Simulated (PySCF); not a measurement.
**Excitation energy of C²⁺ by level of theory**

C²⁺ [He] 2s2 (1S) → C²⁺ [He] 2p2 (3P), as a difference of total energies. Calculation: PySCF 2.14, in dyall-av3z (15s9p3d2f, 71 functions); the non-relativistic Hamiltonian (point nucleus). Correlated levels: valence: 1s2 frozen; virtual orbitals above 40 to 60 times the deepest correlated orbital energy dropped. The calculations carry no spin-orbit coupling.

```
           method  excitation energy (eV)
              UHF                  15.373
    MP2 (valence)                  16.411
SCS-MP2 (valence)                  16.785
   CCSD (valence)                  17.163
```

Task: How much does correlation contribute at MP2 (valence)?

Result: 16.411 − (15.373) = 1.038 eV, measured against UHF.

A first-order spin-orbit estimate (lowest level to lowest level, LS coupling) adds -0.007 eV.

With two correlated electrons CCSD is exact in that space.
